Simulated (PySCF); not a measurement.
**C₆ coefficients of unlike pairs at PBE0**

Calculated with PySCF 2.14 from the dipole response of each species, C₆(A,B) = (3/π) ∫ α_A(iu) α_B(iu) du, in atomic units, from isotropic polarisabilities. For ions this is the dispersion term alone; charge-induced terms of lower order in 1/R come first.

```json
{"species": "Xe³⁺", "configuration": "[Kr] 4d10 5s2 5p3 (4S)", "basis": "aug-cc-pVQZ-PP with ECP28MDF (7s7p5d3f2g)", "relativity": "core potential", "α (bohr³)": "9.456", "C₆ (like pair)": "54.35"}
{"species": "Ti", "configuration": "[Ar] 3d2 4s2 (3F)", "basis": "aug-cc-pVTZ with one added diffuse shell each of s, p, d, f, g type (9s8p6d4f3g)", "relativity": "none", "α (bohr³)": "111.8", "C₆ (like pair)": "1323"}
{"species": "Kr⁺", "configuration": "[Ar] 3d10 4s2 4p5 (2P)", "basis": "x2c-TZVPPall with one added diffuse shell each of s, p, d type (7s6p5d1f)", "relativity": "spin-free X2C", "α (bohr³)": "10.78", "C₆ (like pair)": "65.58"}
{"species": "P", "configuration": "[Ne] 3s2 3p3 (4S)", "basis": "def2-QZVPPD (10s6p5d2f1g)", "relativity": "none", "α (bohr³)": "26.15", "C₆ (like pair)": "192.7"}
```

Q: Estimate C₆ for P with Kr⁺.

A: The integral gives 106.8. The combination rule 2 C_A C_B / (C_A α_B/α_A + C_B α_A/α_B) gives 106.0 and the geometric mean 112.4.

No spin-orbit coupling is included.

The other pairs:

```
     pair     C₆
    P, Ti  458.8
Kr⁺, Xe³⁺  59.57
 Ti, Xe³⁺  201.6
  Kr⁺, Ti  226.7
  P, Xe³⁺  95.80
```
